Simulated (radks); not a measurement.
Q: The tin ion Sn21+, [Ar] 3d10 4s1. Calculated with a radial shooting solver on a logarithmic mesh with Libxc functionals: non-relativistic Kohn-Sham, r2SCAN, spin-polarised, spherical densities, point nucleus; meta-GGA in the generalised Kohn-Sham scheme. Every spin shell is full or empty, so the densities are truly spherical. Functionals are evaluated on that one density, not self-consistently. Rank these orbital-free kinetic functionals by their error against the exact value of the orbitals, and give that value: Thomas-Fermi, von Weizsacker, TF + vW, TF + vW/9, TF + vW/5, LC94, APBEK, revAPBEK, Perdew 92, Thakkar, Pearson, LKT, PG1, DePristo-Kress, Ernzerhof.

A: Exact: 5834.15 hartree. From best to worst, with 100 (|E| - |E exact|)/|E exact| (equal figures are ties): DePristo-Kress +0.04, LC94 +0.19, Ernzerhof -0.20, APBEK +0.24, Thakkar -0.42, revAPBEK +0.44, Perdew 92 -0.53, TF + vW/9 -0.54, Pearson -0.87, TF + vW/5 +3.30, Thomas-Fermi -5.34, PG1 +16.11, LKT +20.35, TF + vW +37.89, von Weizsacker -56.77.
